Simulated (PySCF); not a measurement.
# Four-centre ligand exchange

Start structure (Si2H6ClF, closed shell), relaxed at PBE0-D4/def2-TZVP:

Si1  (-1.073, 0.557, 0.157)
Cl2  (-0.138, 2.040, -0.981)
H3  (-1.934, -0.209, -0.776)
H4  (-1.923, 1.279, 1.135)
Si5  (0.571, -0.748, 1.188)
H6  (0.745, 0.501, -2.319)
F7  (0.985, -0.333, -2.650)
H8  (1.398, 0.132, 2.054)
H9  (-0.104, -1.773, 2.027)
H10  (1.416, -1.401, 0.160)
(Å)

The step: Si₂H₅Cl ([SiH3][SiH2][Cl]) + HF → Si₂H₅F ([F][SiH2][SiH3]) + HCl; bonds formed: Si1–F7, Cl2–H6; bonds broken: Si1–Cl2, H6–F7. PySCF 2.14 with density fitting (its default auxiliary sets; JK sets also for MP2 and CCSD(T)); basis: def2-TZVPP and def2-QZVPP; cores frozen in the correlated methods. Extrapolation: Hartree–Fock as exp(−7.88 √X), correlation as X^−2.97. Energies below are by CCSD(T) at an estimated basis limit (MP2 extrapolated from triple and quadruple zeta, plus CCSD(T) − MP2 in triple zeta).

(1) What are the electronic barrier and the energy of the step, from the start structure to the end structure? (To be estimated.)

No T1 diagnostic of these runs exceeds 0.013.

Results:

(1) Computed: Barrier 127.0 kJ/mol; step energy -24.7 kJ/mol (downhill); reverse barrier, their difference, 151.7 kJ/mol. Barrier and step energy count from the start structure, the reverse barrier from the end structure.

The saddle point: One imaginary mode of 304i cm⁻¹.
```csv
pair,start (Å),saddle (Å),end (Å)
Si1–F7,3.59,2.02,1.62
Cl2–H6,2.22,1.74,1.29
Si1–Cl2,2.09,2.41,4.18
H6–F7,0.93,1.01,2.00
```

Zero-point energy (harmonic, PBE0-D4): ZPE is 143.4 kJ/mol at the start and 141.5 kJ/mol at the saddle, so the barrier goes from 127.0 to 125.1 kJ/mol.

Labels in which every atom is bracketed show which atoms are joined, not bond orders.

For scale, one of the runs: CCSD(T)/def2-TZVPP, 241 basis functions, launched by `OMP_NUM_THREADS=4 python run.py`. The run took 24 min on 4 CPU threads of an Intel Xeon (shared host), with 4.5 GiB of host memory at its peak.
